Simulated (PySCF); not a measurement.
# C₆ coefficients of unlike pairs at UHF

Calculated with PySCF 2.14 from the dipole response of each species, C₆(A,B) = (3/π) ∫ α_A(iu) α_B(iu) du, in atomic units, from isotropic polarisabilities. For ions this is the dispersion term alone; charge-induced terms of lower order in 1/R come first.

| species | configuration | basis | relativity | α (bohr³) | C₆ (like pair) |
| --- | --- | --- | --- | --- | --- |
| Bi³⁺ | [Xe] 4f14 5d10 6s2 (1S) | aug-cc-pVQZ-PP with ECP60MDF (7s7p5d3f2g) | core potential | 11.06 | 64.93 |
| Ru⁺ | [Kr] 4d7 (4F) | aug-cc-pVTZ-PP with ECP28MDF (6s6p5d3f2g) | core potential | 13.25 | 82.89 |
| Kr⁺ | [Ar] 3d10 4s2 4p5 (2P) | x2c-TZVPPall with one added diffuse shell each of s, p, d type (7s6p5d1f) | spin-free X2C | 10.55 | 64.00 |
| Ga | [Ar] 3d10 4s2 4p1 (2P) | def2-QZVPPD (12s7p5d4f1g) | none | 57.29 | 508.7 |

(1) Estimate C₆ for Ga with Kr⁺.

No spin-orbit coupling is included.

The other pairs:

```csv
pair,C₆
"Ga, Bi³⁺",156.3
"Kr⁺, Bi³⁺",64.11
"Ru⁺, Bi³⁺",73.26
"Ga, Ru⁺",179.8
"Kr⁺, Ru⁺",72.58
```

## Answers

(1) The integral gives 154.4. The combination rule 2 C_A C_B / (C_A α_B/α_A + C_B α_A/α_B) gives 147.6 and the geometric mean 180.4.
